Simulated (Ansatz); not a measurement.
`[SnH3][CH2][SnH3]`, 11 atoms. Charge 0, multiplicity 1. Correlated methods include outer-core shells of Sn, which these sets cover unevenly. Sn takes the def2 core potential. All runs use 4 threads of a server CPU on a shared host. Correlated methods freeze the cores.

Problem. How many basis functions does each run have, and how long does it take in Ansatz? RKS SPW92 (LDA)/def2-TZVPP energy; direct RPA on PBE orbitals/def2-TZVPP energy; RKS ωB97M-V/def2-QZVPP energy; RHF-CCSD(T)/def2-SVP energy; RKS ωB97M-V/def2-SVP energy; RKS PBE0-D4/def2-SVP energy; RKS PBE0-D4/def2-TZVP relaxation (5 steps); RKS r2SCANh-D4/def2-TZVPP energy; RKS r2SCAN-D4/def2-TZVPP energy and forces; RHF-MP2/def2-QZVPP energy; RKS PBE0-D4/def2-QZVPP energy; RKS PBE0-D4/def2-TZVP frequencies. (Estimate.)

Solution. Computed: Other jobs shared the machine, so times are rough.

| level | job | functions | wall time | peak host memory (GiB) |
| --- | --- | --- | --- | --- |
| RKS PBE0-D4/def2-SVP | energy | 106 | 3.8 s | 0.26 |
| RKS SPW92 (LDA)/def2-TZVPP | energy | 243 | 5 s | 0.32 |
| RKS r2SCAN-D4/def2-TZVPP | energy and forces | 243 | 11 s | 0.36 |
| RKS ωB97M-V/def2-SVP | energy | 106 | 11 s | 0.39 |
| RKS r2SCANh-D4/def2-TZVPP | energy | 243 | 12 s | 0.67 |
| direct RPA on PBE orbitals/def2-TZVPP | energy | 243 | 17 s | 0.7 |
| RHF-CCSD(T)/def2-SVP | energy | 106 | 19 s | 0.61 |
| RKS PBE0-D4/def2-QZVPP | energy | 461 | 20 s | 1.6 |
| RKS ωB97M-V/def2-QZVPP | energy | 461 | 38 s | 2 |
| RHF-MP2/def2-QZVPP | energy | 461 | 55 s | 2.7 |
| RKS PBE0-D4/def2-TZVP | relaxation (5 steps) | 179 | 55 s | 0.52 |
| RKS PBE0-D4/def2-TZVP | frequencies | 179 | 6.9 min | 0.53 |
